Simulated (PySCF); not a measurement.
PySCF input for sulfuric acid (H2O4S), SMILES O=S(O)(O)=O, TPSSh-D3(BJ)/def2-SVP. 

```python
import numpy as np
from pyscf import gto, scf, dft
from pyscf.geomopt import geometric_solver

mol = gto.M(
    atom='''
    O    -0.98782354    0.71695119    0.86158935
    S     0.00000000    0.00000000   -0.14959112
    O    -0.73697781   -0.99372845   -0.83811707
    O     0.73697782    0.99372848   -0.83811703
    O     0.98782353   -0.71695122    0.86158933
    H    -1.71341095    0.11268541    1.00895061
    H     1.71341095   -0.11268545    1.00895063
    ''',
    basis='def2-SVP',
    charge=0,
    spin=0,
    max_memory=1600,
    verbose=3,
)
mf = dft.RKS(mol, xc='tpssh').density_fit(auxbasis='def2-universal-jkfit')
mf.disp = 'd3bj'
mf.grids.level = 4
mf.conv_tol = 1e-9
mf.max_cycle = 100
mf.kernel()
grad = mf.nuc_grad_method()
grad.grid_response = mol.nao <= 150
conv, mol_eq = geometric_solver.kernel(grad, convergence_set='GAU_TIGHT', maxsteps=100)
print(mol_eq.tostring(format='xyz'))
mf.reset(mol_eq)
mf.kernel()
```

It prints:

```
converged SCF energy = -699.865511365702
[banner and settings of the optimiser left out]
Geometry optimization cycle 1
Cartesian coordinates (Angstrom)
 Atom        New coordinates             dX        dY        dZ
   O  -0.987824   0.716951   0.861589    0.000000  0.000000  0.000000
   S   0.000000   0.000000  -0.149591    0.000000  0.000000  0.000000
   O  -0.736978  -0.993728  -0.838117    0.000000  0.000000  0.000000
   O   0.736978   0.993728  -0.838117    0.000000  0.000000  0.000000
   O   0.987824  -0.716951   0.861589   -0.000000  0.000000  0.000000
   H  -1.713411   0.112685   1.008951    0.000000 -0.000000  0.000000
   H   1.713411  -0.112685   1.008951    0.000000  0.000000  0.000000

WARN: Mole.unit (angstrom) is changed to Bohr

converged SCF energy = -699.865511365619
--------------- DFRKS_Scanner gradients ---------------
         x                y                z
0 O     0.0006038808    -0.0251976690    -0.0112355549
1 S    -0.0000000306    -0.0000000498    -0.0015470146
2 O     0.0237165046     0.0380470610     0.0171433764
3 O    -0.0237164783    -0.0380470252     0.0171433595
4 O    -0.0006038843     0.0251976789    -0.0112355613
5 H     0.0167073309     0.0105690462    -0.0051343040
6 H    -0.0167073230    -0.0105690420    -0.0051343011
----------------------------------------------
cycle 1: E = -699.865511366  dE = -699.866  norm(grad) = 0.083473
Step    0 : Gradient = 3.155e-02/4.800e-02 (rms/max) Energy = -699.8655113656
Hessian Eigenvalues: 2.30000e-02 2.30000e-02 5.00000e-02 ... 5.64124e-01 1.12945e+00 1.12945e+00

Geometry optimization cycle 2
Cartesian coordinates (Angstrom)
 Atom        New coordinates             dX        dY        dZ
   O  -1.006691   0.734630   0.851402   -0.018868  0.017679 -0.010187
   S   0.000000   0.000000  -0.171381    0.000000  0.000000 -0.021790
   O  -0.727503  -1.045482  -0.839039    0.009475 -0.051754 -0.000922
   O   0.727503   1.045482  -0.839039   -0.009475  0.051754 -0.000922
[...]
   O  -0.730975  -1.056015  -0.871635    0.001196 -0.000872 -0.000044
   O   0.730975   1.056017  -0.871620   -0.001195  0.000874 -0.000030
   O   1.005165  -0.758310   0.826391    0.000917  0.001213 -0.000037
   H  -1.683938   0.114258   1.105242    0.000005 -0.002132  0.000077
   H   1.683936  -0.114253   1.105242   -0.000008  0.002136  0.000077
converged SCF energy = -699.872204152726
--------------- DFRKS_Scanner gradients ---------------
         x                y                z
0 O     0.0000042358    -0.0000117239    -0.0000202355
1 S    -0.0000004813    -0.0000013916     0.0001462758
2 O    -0.0000638811    -0.0000708681    -0.0000502902
3 O     0.0000632853     0.0000709121    -0.0000491644
4 O    -0.0000032567     0.0000135172    -0.0000200997
5 H     0.0000107443     0.0000030775    -0.0000033892
6 H    -0.0000106462    -0.0000035232    -0.0000030968
----------------------------------------------
cycle 13: E = -699.872204153  dE = -3.80907e-08  norm(grad) = 0.000214279
Step   12 : Displace = 1.145e-04/1.876e-04 (rms/max) Trust = 3.000e-01 (=) Grad = 8.099e-05/1.463e-04 (rms/max) E (change) = -699.8722041527 (-3.809e-08) Quality = 1.557
Hessian Eigenvalues: 1.23208e-03 3.53858e-03 2.30002e-02 ... 5.76771e-01 1.12995e+00 1.85305e+00

Geometry optimization cycle 14
Cartesian coordinates (Angstrom)
 Atom        New coordinates             dX        dY        dZ
   O  -1.007314   0.755446   0.826351   -0.002153 -0.002863 -0.000041
   S  -0.000001  -0.000004  -0.204790    0.000001  0.000001 -0.000033
   O  -0.728047  -1.058079  -0.871705    0.002928 -0.002064 -0.000070
   O   0.728062   1.058090  -0.871680   -0.002913  0.002073 -0.000059
   O   1.007313  -0.755455   0.826345    0.002148  0.002855 -0.000046
   H  -1.684051   0.109327   1.105368   -0.000113 -0.004931  0.000126
   H   1.684038  -0.109325   1.105365    0.000102  0.004928  0.000123
converged SCF energy = -699.872204232833
--------------- DFRKS_Scanner gradients ---------------
         x                y                z
0 O    -0.0000019018    -0.0000138779    -0.0000212065
1 S    -0.0000091021    -0.0000148936     0.0002194213
2 O    -0.0000982675    -0.0001092470    -0.0000790091
3 O     0.0001071284     0.0001208897    -0.0000841790
4 O     0.0000024421     0.0000169021    -0.0000228590
5 H     0.0000184463     0.0000004788    -0.0000060103
6 H    -0.0000187455    -0.0000002521    -0.0000061575
----------------------------------------------
cycle 14: E = -699.872204233  dE = -8.01066e-08  norm(grad) = 0.000334196
Step   13 : Displace = 1.615e-04/2.709e-04 (rms/max) Trust = 3.000e-01 (=) Grad = 1.263e-04/2.201e-04 (rms/max) E (change) = -699.8722042328 (-8.011e-08) Quality = 1.580
Hessian Eigenvalues: 5.10013e-04 3.51514e-03 2.30002e-02 ... 5.76782e-01 1.13269e+00 1.83119e+00

Geometry optimization cycle 15
Cartesian coordinates (Angstrom)
 Atom        New coordinates             dX        dY        dZ
   O  -1.011892   0.749315   0.826297   -0.004578 -0.006131 -0.000054
   S   0.000008   0.000009  -0.204824    0.000008  0.000013 -0.000034
   O  -0.721652  -1.062472  -0.871769    0.006395 -0.004392 -0.000064
   O   0.721666   1.062504  -0.871756   -0.006396  0.004414 -0.000076
   O   1.011881  -0.749333   0.826294    0.004568  0.006122 -0.000051
   H  -1.684476   0.098962   1.105500   -0.000425 -0.010365  0.000132
   H   1.684465  -0.098987   1.105513    0.000427  0.010339  0.000148
converged SCF energy = -699.872204380731
--------------- DFRKS_Scanner gradients ---------------
         x                y                z
0 O    -0.0000121105    -0.0000210042    -0.0000241356
1 S     0.0000024657    -0.0000010451     0.0002843886
2 O    -0.0001288384    -0.0001465192    -0.0001058313
3 O     0.0001305849     0.0001510397    -0.0001115180
4 O     0.0000090459     0.0000166112    -0.0000236284
5 H     0.0000273335     0.0000006309    -0.0000089809
6 H    -0.0000284812     0.0000002868    -0.0000102944
----------------------------------------------
cycle 15: E = -699.872204381  dE = -1.47898e-07  norm(grad) = 0.000431607
Step   14 : Displace = 1.556e-04/2.679e-04 (rms/max) Trust = 3.000e-01 (=) Grad = 1.631e-04/2.844e-04 (rms/max) E (change) = -699.8722043807 (-1.479e-07) Quality = 1.487
Hessian Eigenvalues: 3.12166e-04 3.50496e-03 2.30004e-02 ... 5.77017e-01 1.13293e+00 1.55521e+00

Geometry optimization cycle 16
Cartesian coordinates (Angstrom)
 Atom        New coordinates             dX        dY        dZ
   O  -1.017289   0.741953   0.826302   -0.005396 -0.007363  0.000005
   S  -0.000003   0.000006  -0.204858   -0.000011 -0.000003 -0.000034
   O  -0.713871  -1.067687  -0.871799    0.007781 -0.005216 -0.000030
   O   0.713885   1.067717  -0.871743   -0.007781  0.005213  0.000014
   O   1.017281  -0.741961   0.826291    0.005399  0.007371 -0.000003
   H  -1.685147   0.086752   1.105518   -0.000671 -0.012210  0.000018
   H   1.685144  -0.086779   1.105542    0.000679  0.012208  0.000030
converged SCF energy = -699.872204531732
--------------- DFRKS_Scanner gradients ---------------
         x                y                z
0 O    -0.0000086612    -0.0000150759    -0.0000168472
1 S    -0.0000052902    -0.0000027565     0.0002313106
2 O    -0.0001052150    -0.0001233939    -0.0000915531
3 O     0.0001060357     0.0001219348    -0.0000875513
4 O     0.0000107121     0.0000199884    -0.0000184058
5 H     0.0000255390    -0.0000005637    -0.0000095234
6 H    -0.0000231204    -0.0000001331    -0.0000074298
----------------------------------------------
cycle 16: E = -699.872204532  dE = -1.51001e-07  norm(grad) = 0.000353224
Step   15 : Displace = 3.698e-05/5.128e-05 (rms/max) Trust = 3.000e-01 (=) Grad = 1.335e-04/2.314e-04 (rms/max) E (change) = -699.8722045317 (-1.510e-07) Quality = 1.386
Hessian Eigenvalues: 2.93203e-04 3.46489e-03 2.30004e-02 ... 5.77025e-01 1.08601e+00 1.13357e+00

Geometry optimization cycle 17
Cartesian coordinates (Angstrom)
 Atom        New coordinates             dX        dY        dZ
   O  -1.020095   0.738086   0.826347   -0.002807 -0.003867  0.000045
   S   0.000011   0.000015  -0.204858    0.000014  0.000009  0.000000
   O  -0.709678  -1.070387  -0.871726    0.004193 -0.002699  0.000073
   O   0.709696   1.070435  -0.871695   -0.004188  0.002717  0.000048
   O   1.020082  -0.738112   0.826342    0.002801  0.003850  0.000051
   H  -1.685699   0.080516   1.105411   -0.000552 -0.006235 -0.000108
   H   1.685684  -0.080554   1.105434    0.000539  0.006225 -0.000109
converged SCF energy = -699.872204607105
--------------- DFRKS_Scanner gradients ---------------
         x                y                z
0 O    -0.0000054939    -0.0000113161    -0.0000094302
1 S     0.0000073143     0.0000071358     0.0000996808
2 O    -0.0000436697    -0.0000506509    -0.0000361774
3 O     0.0000406802     0.0000485253    -0.0000384345
4 O     0.0000032357     0.0000057431    -0.0000076634
5 H     0.0000100247     0.0000006649    -0.0000030309
6 H    -0.0000120913    -0.0000001022    -0.0000049445
----------------------------------------------
cycle 17: E = -699.872204607  dE = -7.53729e-08  norm(grad) = 0.000148118
Step   16 : Displace = 1.798e-04/2.882e-04 (rms/max) Trust = 3.000e-01 (=) Grad = 5.598e-05/1.002e-04 (rms/max) E (change) = -699.8722046071 (-7.537e-08) Quality = 1.258
Hessian Eigenvalues: 3.43720e-04 3.39480e-03 2.30004e-02 ... 5.76590e-01 7.88795e-01 1.13313e+00

Geometry optimization cycle 18
Cartesian coordinates (Angstrom)
 Atom        New coordinates             dX        dY        dZ
   O  -1.020037   0.738164   0.826390    0.000058  0.000078  0.000042
   S  -0.000002   0.000005  -0.204858   -0.000012 -0.000010 -0.000000
   O  -0.709679  -1.070351  -0.871698   -0.000001  0.000035  0.000028
   O   0.709694   1.070383  -0.871638   -0.000003 -0.000051  0.000057
   O   1.020031  -0.738176   0.826378   -0.000051 -0.000064  0.000036
   H  -1.685845   0.080741   1.105329   -0.000146  0.000224 -0.000082
   H   1.685839  -0.080766   1.105352    0.000155 -0.000212 -0.000081
converged SCF energy = -699.87220461973
--------------- DFRKS_Scanner gradients ---------------
         x                y                z
0 O     0.0000010414    -0.0000002848    -0.0000004843
1 S     0.0000011628     0.0000084868     0.0000070711
2 O    -0.0000062104    -0.0000086697    -0.0000058893
3 O     0.0000017763    -0.0000007944     0.0000005382
4 O     0.0000004242     0.0000015893    -0.0000007104
5 H     0.0000016682    -0.0000009923    -0.0000009686
6 H     0.0000001374     0.0000006650     0.0000004434
----------------------------------------------
cycle 18: E = -699.87220462  dE = -1.26252e-08  norm(grad) = 1.6907e-05
Step   17 : Displace = 1.194e-04/1.950e-04 (rms/max) Trust = 3.000e-01 (=) Grad = 6.390e-06/1.218e-05 (rms/max) E (change) = -699.8722046197 (-1.263e-08) Quality = 1.054
Hessian Eigenvalues: 3.38159e-04 3.36397e-03 2.30001e-02 ... 5.76961e-01 7.57258e-01 1.13904e+00

Geometry optimization cycle 19
Cartesian coordinates (Angstrom)
 Atom        New coordinates             dX        dY        dZ
   O  -1.019445   0.738986   0.826396    0.000593  0.000822  0.000006
   S   0.000004   0.000004  -0.204850    0.000006 -0.000002  0.000009
   O  -0.710527  -1.069776  -0.871685   -0.000848  0.000576  0.000013
   O   0.710544   1.069817  -0.871631    0.000850 -0.000567  0.000008
   O   1.019440  -0.739007   0.826387   -0.000592 -0.000831  0.000009
   H  -1.685823   0.082129   1.105308    0.000022  0.001388 -0.000020
   H   1.685808  -0.082152   1.105329   -0.000031 -0.001386 -0.000023
converged SCF energy = -699.87220462057
--------------- DFRKS_Scanner gradients ---------------
         x                y                z
0 O    -0.0000001924     0.0000018475     0.0000010448
1 S    -0.0000004381    -0.0000031196    -0.0000055298
2 O     0.0000012501     0.0000025488     0.0000014480
3 O    -0.0000010100    -0.0000000647     0.0000008287
4 O     0.0000007992    -0.0000010511     0.0000016983
5 H    -0.0000009706    -0.0000004867     0.0000003517
6 H     0.0000005616     0.0000003258     0.0000001584
----------------------------------------------
cycle 19: E = -699.872204621  dE = -8.40373e-10  norm(grad) = 7.95543e-06
Step   18 : Displace = 3.003e-05/5.234e-05 (rms/max) Trust = 3.000e-01 (=) Grad = 3.007e-06/6.364e-06 (rms/max) E (change) = -699.8722046206 (-8.404e-10) Quality = 0.721
Hessian Eigenvalues: 3.38159e-04 3.36397e-03 2.30001e-02 ... 5.76961e-01 7.57258e-01 1.13904e+00
Converged! =D

7
XYZ from PySCF
O          -1.01944490        0.73898588        0.82639564
S           0.00000429        0.00000359       -0.20484982
O          -0.71052745       -1.06977569       -0.87168476
O           0.71054384        1.06981663       -0.87163076
O           1.01943977       -0.73900682        0.82638698
H          -1.68582336        0.08212872        1.10530850
H           1.68580780       -0.08215235        1.10532892
converged SCF energy = -699.872204620594
```

Self-consistency was reached.

Cost: about 5 core-minutes (a rough figure).
